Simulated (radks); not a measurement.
Spherical quantum dot in the effective-mass picture: electrons in a well V = -V0 / (1 + exp((r - R)/a)) with V0 = 30.4, R = 1.81, a = 0.18, with a point charge +2 (a donor) at the centre, all in effective atomic units (hartree* = m*/eps^2 hartree, bohr* = eps/m* bohr), one dielectric constant everywhere. Method: non-relativistic Kohn-Sham, r2SCAN, spin-polarised, spherical densities, generalised Kohn-Sham scheme; computed with a radial shooting solver with Libxc functionals. Levels are named by radial order and angular momentum (1s, 1p, 1d, 2s, ...), and open shells are averaged over m. Each electron was tried in the lowest free levels, single moves between levels near the top were tried too, and the lowest total energy was kept; such a search can miss a lower state. The series stops at N = 29: beyond it a trial failed or the search could not be trusted, so later rows were left out. At N = 1 the Hartree and exchange-correlation terms need not cancel, so that row can carry a self-interaction error.

\begin{tabular}{lrrrrrr}
N & open shells & 2S & E (hartree*) & mu = E(N) - E(N-1) (hartree*) & addition energy mu(N+1) - mu(N) (hartree*) & e(HOMO) (hartree*) \\ \hline
1 & 1s(up 1, down 0) & 1 & -32.0920 & -32.092 & 1.436 & -31.584 \\
2 & none & 0 & -62.7478 & -30.656 & 3.839 & -30.189 \\
3 & 1p(up 1, down 0) & 1 & -89.5644 & -26.817 & 0.7384 & -26.458 \\
4 & 1p(up 2, down 0) & 2 & -115.643 & -26.078 & 0.7803 & -25.692 \\
5 & 1p(up 3, down 0) & 3 & -140.941 & -25.298 & 1.144 & -24.901 \\
6 & 1p(up 3, down 1) & 2 & -165.094 & -24.154 & 0.7110 & -23.807 \\
7 & 1p(up 3, down 2) & 1 & -188.537 & -23.443 & 0.7483 & -23.073 \\
8 & none & 0 & -211.232 & -22.695 & 2.722 & -22.314 \\
9 & 2s(up 1, down 0) & 1 & -231.204 & -19.972 & 1.002 & -19.592 \\
10 & 1d(up 1, down 0) 2s(up 1, down 0) & 2 & -250.175 & -18.971 & 0.6948 & -18.625 \\
11 & 1d(up 2, down 0) 2s(up 1, down 0) & 3 & -268.450 & -18.276 & 0.7016 & -17.926 \\
12 & 1d(up 3, down 0) 2s(up 1, down 0) & 4 & -286.025 & -17.574 & 0.7045 & -17.222 \\
13 & 1d(up 4, down 0) 2s(up 1, down 0) & 5 & -302.894 & -16.870 & 0.7055 & -16.517 \\
14 & 1d(up 5, down 0) 2s(up 1, down 0) & 6 & -319.058 & -16.164 & 1.028 & -15.811 \\
15 & 1d(up 5, down 1) 2s(up 1, down 0) & 5 & -334.195 & -15.136 & 0.6601 & -14.809 \\
16 & 1d(up 5, down 2) 2s(up 1, down 0) & 4 & -348.671 & -14.476 & 0.6713 & -14.142 \\
17 & 1d(up 5, down 3) 2s(up 1, down 0) & 3 & -362.476 & -13.805 & 0.6778 & -13.467 \\
18 & 1d(up 5, down 4) 2s(up 1, down 0) & 2 & -375.604 & -13.127 & 0.6813 & -12.787 \\
19 & 2s(up 1, down 0) & 1 & -388.050 & -12.446 & 0.8753 & -12.105 \\
20 & none & 0 & -399.620 & -11.571 & 2.796 & -11.180 \\
21 & 1f(up 1, down 0) & 1 & -408.394 & -8.7742 & 0.6447 & -8.4523 \\
22 & 1f(up 2, down 0) & 2 & -416.524 & -8.1295 & 0.6467 & -7.8064 \\
23 & 1f(up 3, down 0) & 3 & -424.007 & -7.4828 & 0.6479 & -7.1590 \\
24 & 1f(up 4, down 0) & 4 & -430.842 & -6.8349 & 0.6484 & -6.5108 \\
25 & 1f(up 5, down 0) & 5 & -437.028 & -6.1865 & 0.6484 & -5.8623 \\
26 & 1f(up 6, down 0) & 6 & -442.566 & -5.5382 & 0.6480 & -5.2141 \\
27 & 1f(up 7, down 0) & 7 & -447.457 & -4.8901 & 0.8981 & -4.5663 \\
28 & 1f(up 7, down 1) & 6 & -451.449 & -3.9920 & 0.6280 & -3.6784 \\
29 & 1f(up 7, down 2) & 5 & -454.813 & -3.3640 & - & -3.0491 \\
\end{tabular}

All shells are closed at N = 2, 8, 20 (there: 1s2 1p6 1d10 2s2); the second difference of the energy has clear peaks (12 % above both neighbours; the first and last values, which can be the largest, are not judged, and half-filled shells can peak too) at N = 2, 5, 8, 14, 20, 27.
